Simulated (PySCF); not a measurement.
C₇H₁₀PS (charge -1).
Bonds: C1–C2, C2–C3, C2–P4, P4–C5, C5–C6 (aromatic), C6–C7 (aromatic), C7–C8 (aromatic), C8–S9 (aromatic), C5–S9 (aromatic). Hydrogens: H10, H11, H12 on C1; H13 on C2; H14, H15, H16 on C3; H17 on C6; H18 on C7; H19 on C8.

The same species was optimised twice, with GFN2-xTB and with PBE0-D3(BJ)/def2-SVP (PySCF), and the same property calculations (PySCF, gas phase) were run on both structures.

```json
{"coordinate": "P4–C5 (Å)", "GFN2-xTB": "1.750", "PBE0-D3(BJ)/def2-SVP": "1.781", "change": "+0.031"}
{"coordinate": "C5–C6 (Å)", "GFN2-xTB": "1.386", "PBE0-D3(BJ)/def2-SVP": "1.405", "change": "+0.019"}
{"coordinate": "C6–C7 (Å)", "GFN2-xTB": "1.399", "PBE0-D3(BJ)/def2-SVP": "1.414", "change": "+0.015"}
{"coordinate": "C7–C8 (Å)", "GFN2-xTB": "1.361", "PBE0-D3(BJ)/def2-SVP": "1.375", "change": "+0.014"}
{"coordinate": "C5–S9 (Å)", "GFN2-xTB": "1.762", "PBE0-D3(BJ)/def2-SVP": "1.764", "change": "+0.002"}
{"coordinate": "C1–C2 (Å)", "GFN2-xTB": "1.525", "PBE0-D3(BJ)/def2-SVP": "1.527", "change": "+0.002"}
{"coordinate": "C2–P4 (Å)", "GFN2-xTB": "1.892", "PBE0-D3(BJ)/def2-SVP": "1.891", "change": "-0.001"}
{"coordinate": "C2–C3 (Å)", "GFN2-xTB": "1.524", "PBE0-D3(BJ)/def2-SVP": "1.525", "change": "+0.001"}
{"coordinate": "C8–S9 (Å)", "GFN2-xTB": "1.741", "PBE0-D3(BJ)/def2-SVP": "1.740", "change": "-0.001"}
{"coordinate": "P4–C5–C6 (°)", "GFN2-xTB": "124.7", "PBE0-D3(BJ)/def2-SVP": "127.1", "change": "+2.4"}
{"coordinate": "C5–S9–C8 (°)", "GFN2-xTB": "91.9", "PBE0-D3(BJ)/def2-SVP": "94.0", "change": "+2.1"}
{"coordinate": "C1–C2–P4 (°)", "GFN2-xTB": "111.9", "PBE0-D3(BJ)/def2-SVP": "113.4", "change": "+1.5"}
{"coordinate": "C6–C5–S9 (°)", "GFN2-xTB": "108.9", "PBE0-D3(BJ)/def2-SVP": "107.4", "change": "-1.5"}
{"coordinate": "C7–C8–S9 (°)", "GFN2-xTB": "111.1", "PBE0-D3(BJ)/def2-SVP": "109.7", "change": "-1.4"}
{"coordinate": "C2–P4–C5 (°)", "GFN2-xTB": "99.8", "PBE0-D3(BJ)/def2-SVP": "100.7", "change": "+0.9"}
{"coordinate": "P4–C5–S9 (°)", "GFN2-xTB": "126.3", "PBE0-D3(BJ)/def2-SVP": "125.4", "change": "-0.9"}
{"coordinate": "C3–C2–P4 (°)", "GFN2-xTB": "109.5", "PBE0-D3(BJ)/def2-SVP": "108.6", "change": "-0.9"}
{"coordinate": "C1–C2–P4–C5 (°)", "GFN2-xTB": "-79", "PBE0-D3(BJ)/def2-SVP": "-77", "change": "+2"}
{"coordinate": "C2–P4–C5–C6 (°)", "GFN2-xTB": "178", "PBE0-D3(BJ)/def2-SVP": "179", "change": "+1"}
```

Rotational constants: A = 2610, B = 752.3, C = 637.4 MHz (GFN2-xTB) against A = 2611, B = 737.2, C = 622.6 MHz (PBE0-D3(BJ)/def2-SVP). Point groups within 0.08 Å: C1 and C1.

On the GFN2-xTB structure: HOMO (eV) 0.47 [PBE0/pcSseg-1]; LUMO (eV) 4.28 [PBE0/pcSseg-1]; GIAO shielding of C1/C3 (mean) (ppm) 160.0 [PBE0/pcSseg-1]; GIAO shielding of C2 (ppm) 153.1 [PBE0/pcSseg-1]; GIAO shielding of P4 (ppm) 283.1 [PBE0/pcSseg-1]; GIAO shielding of C5 (ppm) 2.4 [PBE0/pcSseg-1]; GIAO shielding of C6 (ppm) 76.7 [PBE0/pcSseg-1]; GIAO shielding of C7 (ppm) 58.5 [PBE0/pcSseg-1]; GIAO shielding of C8 (ppm) 82.2 [PBE0/pcSseg-1]; GIAO shielding of S9 (ppm) 311.2 [PBE0/pcSseg-1].

Question: What do these properties become on the PBE0-D3(BJ)/def2-SVP structure?

Answer: 
```csv
property,level,on GFN2-xTB,on PBE0-D3(BJ)/def2-SVP,change
HOMO (eV),PBE0/pcSseg-1,0.47,0.38,-0.09
LUMO (eV),PBE0/pcSseg-1,4.28,4.19,-0.09
"energy, GFN2-xTB geometry as zero (kcal/mol)",PBE0/pcSseg-1,0.0,-1.4,-1.4
GIAO shielding of C1/C3 (mean) (ppm),PBE0/pcSseg-1,160.0,158.0,-2.0
GIAO shielding of C2 (ppm),PBE0/pcSseg-1,153.1,153.8,+0.7
GIAO shielding of P4 (ppm),PBE0/pcSseg-1,283.1,278.5,-4.6
GIAO shielding of C5 (ppm),PBE0/pcSseg-1,2.4,0.2,-2.2
GIAO shielding of C6 (ppm),PBE0/pcSseg-1,76.7,73.0,-3.7
GIAO shielding of C7 (ppm),PBE0/pcSseg-1,58.5,55.3,-3.2
GIAO shielding of C8 (ppm),PBE0/pcSseg-1,82.2,78.0,-4.2
GIAO shielding of S9 (ppm),PBE0/pcSseg-1,311.2,298.2,-13.0
```

The heavy atoms differ by 0.043 Å rms after alignment. Among bonds between heavy atoms P4–C5 changes most (+0.031 Å). Changes are differences of the printed values. Neither structure is proved a minimum here. Geometry: PBE0-D3(BJ)/def2-SVP, one conformer, isolated ion. The geometry's basis has no diffuse functions, a weakness for an anion.

Shape of the structure used: `[CH3:1][CH:2]([CH3:3])[P-:4][c:5]1[cH:6][cH:7][cH:8][s:9]1`: C1–C2–P4–C5 -77°, C2–P4–C5–C6 179°.
